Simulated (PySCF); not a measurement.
Ge(F)3(NCO) (CF3GeNO), SMILES O=C=[N][Ge]([F])([F])[F].

Geometry optimised at PBE-D3(BJ)/def2-SVP. This is a generated structure with no PubChem entry under its InChIKey; it may be hypothetical. The values are those of a single conformer.

The numbers are results of PBE-D3(BJ)/def2-SVP in PySCF, not measurements.

Frequencies are harmonic and unscaled.

```json
[
 {"mode": "1", "ν (cm⁻¹)": "17", "IR (km/mol)": "0.0", "moving atoms (share of kinetic energy)": "F 36 %, O 31 %, N 30 %"},
 {"mode": "2", "ν (cm⁻¹)": "60", "IR (km/mol)": "0.4", "moving atoms (share of kinetic energy)": "F 41 %, O 36 %, N 16 %"},
 {"mode": "3", "ν (cm⁻¹)": "188", "IR (km/mol)": "0.0", "moving atoms (share of kinetic energy)": "F 78 %, N 20 %"},
 {"mode": "4", "ν (cm⁻¹)": "193", "IR (km/mol)": "0.1", "moving atoms (share of kinetic energy)": "F 72 %, N 16 %"},
 {"mode": "5", "ν (cm⁻¹)": "246", "IR (km/mol)": "31.3", "moving atoms (share of kinetic energy)": "F 67 %, Ge 20 %"},
 {"mode": "6", "ν (cm⁻¹)": "250", "IR (km/mol)": "32.8", "moving atoms (share of kinetic energy)": "F 50 %, Ge 24 %, N 23 %"},
 {"mode": "7", "ν (cm⁻¹)": "259", "IR (km/mol)": "56.0", "moving atoms (share of kinetic energy)": "F 55 %, Ge 26 %, N 15 %"},
 {"mode": "8", "ν (cm⁻¹)": "517", "IR (km/mol)": "36.8", "moving atoms (share of kinetic energy)": "C 39 %, O 22 %, Ge 18 %, N 16 %"},
 {"mode": "9", "ν (cm⁻¹)": "576", "IR (km/mol)": "21.1", "moving atoms (share of kinetic energy)": "C 73 %, O 16 %, N 11 %"},
 {"mode": "10", "ν (cm⁻¹)": "617", "IR (km/mol)": "28.9", "moving atoms (share of kinetic energy)": "C 46 %, N 34 %, O 12 %"},
 {"mode": "11", "ν (cm⁻¹)": "707", "IR (km/mol)": "85.2", "moving atoms (share of kinetic energy)": "F 81 %, Ge 15 %"},
 {"mode": "12", "ν (cm⁻¹)": "756", "IR (km/mol)": "78.5", "moving atoms (share of kinetic energy)": "F 74 %, Ge 26 %"},
 {"mode": "13", "ν (cm⁻¹)": "759", "IR (km/mol)": "78.3", "moving atoms (share of kinetic energy)": "F 74 %, Ge 26 %"},
 {"mode": "14", "ν (cm⁻¹)": "1430", "IR (km/mol)": "42.7", "moving atoms (share of kinetic energy)": "N 60 %, O 39 %"},
 {"mode": "15", "ν (cm⁻¹)": "2368", "IR (km/mol)": "1024.4", "moving atoms (share of kinetic energy)": "C 71 %, O 15 %, N 14 %"}
]
```
